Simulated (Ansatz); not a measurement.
Ansatz (a first-principles code) input file for B(F)(Me)(OMe) (C2H6BFO), SMILES COB(C)F, PBE/def2-SVPD. Geometry: r2SCAN-D4/def2-SVP. The values are those of a single conformer.

Ansatz 0.2 input:
```yaml
crystal:
  periodic: [false, false, false]
  atoms:
    - {symbol: B, position_ang: [-0.05605648, 0.00465185, 0.53114991]}
    - {symbol: F, position_ang: [-0.56923977, -0.43442752, 1.68494731]}
    - {symbol: C, position_ang: [0.93437304, 1.22302799, 0.51617845]}
    - {symbol: H, position_ang: [1.82772353, 1.02486629, -0.09846631]}
    - {symbol: H, position_ang: [1.25832231, 1.50466123, 1.52795786]}
    - {symbol: H, position_ang: [0.44341730, 2.10383226, 0.06532471]}
    - {symbol: O, position_ang: [-0.47420887, -0.66630269, -0.56762921]}
    - {symbol: C, position_ang: [-0.03092328, -0.33273250, -1.86551568]}
    - {symbol: H, position_ang: [1.03393812, -0.58727414, -2.00523282]}
    - {symbol: H, position_ang: [-0.62254896, -0.91163783, -2.58898114]}
    - {symbol: H, position_ang: [-0.16443943, 0.74078903, -2.08382053]}
basis:
  gaussian:
    orbitals: def2-SVPD
hamiltonian:
  xc: {name: PBE}
```

Output:

```
WARN ansatz: RAYON_NUM_THREADS=1 ignored (pool sized by the plan → 1); use --threads N
Functional definition: PBE
integrals: 0.07 GiB planned
1251 factors; their error is unknown
mean field: 0.57 GiB planned
mean field evaluation 1: about -7589.7094 eV, gradient 7.3e1 eV
mean field evaluation 2: about -7568.8844 eV, gradient 1.2e2 eV
mean field evaluation 4: about -7600.9643 eV, gradient 7.3e0 eV
mean field evaluation 8: about -7601.0604 eV, gradient 1.5e-1 eV
mean field evaluation 16: about -7601.0050 eV, gradient 1.0e-4 eV
mean field -7601.00501523 eV, -279.3317821635 hartree, gradient 7.0e-5 eV, S^2 0.000000; 0 other end points of the search recorded, 0 dependent functions left out
reference -7601.00506143 eV, -279.3317838612 hartree; 20, 20 occupied and 134, 134 virtual orbitals, 1251 factors
Total energy: -7601.00506143 eV, -279.3317838612 hartree
```

Self-consistency was reached.
